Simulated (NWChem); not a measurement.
System: C3H4F2O; SMILES O=CC(F)(C)F

The following NWChem deck was run.

```
start job
memory heap 200 mb stack 900 mb global 1100 mb
geometry units angstroms noautoz
  C     -1.512179     0.363510     0.000000
  C     -0.007515     0.353702     0.000000
  F      0.491301     1.007254    -1.105702
  F      0.491301     1.007254     1.105702
  C      0.650783    -1.041333     0.000000
  O      0.034213    -2.081493     0.000000
  H     -1.892319    -0.158562     0.897352
  H     -1.868308     1.410677     0.000000
  H     -1.892319    -0.158562    -0.897352
  H      1.780126    -0.985115     0.000000
end
basis spherical
  * library def2-svp
end
dft
  xc m06
  iterations 150
  mulliken
end
task dft energy
```

Coordinates come from a PBE-D3(BJ)/def2-SVP optimisation.

Give the results of this calculation. (M06/def2-SVP.) Quantities: energy (Ha); highest occupied level (eV); orbital gap (eV); dipole (D).


| Quantity | Value |
|---|---|
| energy (Ha) | -391.14 |
| highest occupied level (eV) | -8.23 |
| orbital gap (eV) | 6.62 |
| dipole (D) | 0.83 |
